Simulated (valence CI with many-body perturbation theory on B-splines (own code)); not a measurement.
Basis-set convergence for Ba²⁵⁺

Computed by configuration interaction combined with many-body perturbation theory (CI+MBPT): three valence electrons over a frozen Dirac-Fock core [Ar] 3d10, a basis of 9 s, 9 p, 8 d, 6 f, 3 g, 1 h functions for each j, with the one-electron correlation potential Σ1, the two-electron term Σ2, the three-electron term Σ3, Breit, model QED; selected CI, second order for the rest, scaled by the run's own slope (own B-spline code, finite nucleus).

No measured spectrum was set against this ion. As an estimate, levels hold to about 250 cm⁻¹ or 0.2 % of their energy and the worst to 1 %, as in measured heavy ions of charge 2 to 7; those with d or f electrons hold less well.

The reference run has the lowest level (4s^2 4p1/2) J=1/2 and an ionisation energy of 848.350 eV. Its largest variational space holds 9506 state functions.

Levels are named by their leading jj configuration (3d3/2^4 stands for four electrons in 3d with j = 3/2), which in mixed levels can hold well under half, so a name can repeat and another be missing. Letters in brackets count levels of one name in rising energy.

Changed runs:
A. basis 6 s, 6 p, 5 d, 3 f, 1 g
B. basis 5 s, 5 p, 4 d, 2 f

Excitation energies of the reference run in cm⁻¹, and shifts in cm⁻¹:

```tsv
Level	Reference	A	B
(4s^2 4p3/2) J=3/2	171890	-16	-18
(4s 4p1/2^2) J=1/2	434405	-71	-226
(4s 4p1/2 4p3/2) J=3/2 [a]	553610	-154	-522
(4s 4p1/2 4p3/2) J=5/2	591892	-75	-207
(4s 4p1/2 4p3/2) J=3/2 [b]	653516	+40	+267
(4s 4p1/2 4p3/2) J=1/2	683291	+100	+499
(4s 4p3/2^2) J=5/2	753042	-72	-158
(4s 4p3/2^2) J=1/2	855406	+139	+729
(4s 4p3/2^2) J=3/2	861654	+86	+463
(4s^2 4d3/2) J=3/2	970581	+207	+1126
(4s^2 4d5/2) J=5/2	1000990	+191	+1077
(4p1/2^2 4p3/2) J=3/2	1110890	-21	-4.1
Ionisation energy (eV)	848.350	-0.019	-0.069
```
